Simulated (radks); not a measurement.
Results of a calculation; reference values are marked as such.
Ionisation of the erbium ion Er+, [Xe] 4f12 6s1, to Er2+, [Xe] 4f12, under several functionals. Scalar-relativistic Kohn-Sham, spin-polarised, spherical densities, finite nucleus; open shells are filled with parallel spins first (spin-orbit coupling, left out, can overturn this in heavy ions); a radial shooting solver on a logarithmic mesh with Libxc functionals.

| functional | E(Er+) (hartree) | Exc (hartree) | IE (eV) | -e(HOMO) (eV) | <r> HOMO (bohr) | IE error (eV) |
|---|---|---|---|---|---|---|
| revPBE | -13085.1553 | -277.8301 | 12.053 | 8.794 | 0.8347 | +0.137 |
| PBEsol | -13080.6500 | -273.3104 | 12.107 | 8.907 | 0.8338 | +0.191 |
| LDA (Slater exchange, VWN5 correlation) | -13076.6019 | -269.2651 | 12.387 | 9.189 | 0.8339 | +0.471 |
| HCTH/407 | -13092.6579 | -285.7000 | 11.901 | 9.316 | 3.591 | -0.015 |

NIST Atomic Spectra Database: 11.92 eV (semi-empirical). Closest: HCTH/407. The Delta-SCF values span 0.49 eV, the total energies 16.06 hartree. The highest occupied level is 4f. Open shells are spherical and high-spin; term and fine-structure splittings are not resolved. Spin-orbit splitting is averaged out at the scalar-relativistic level.
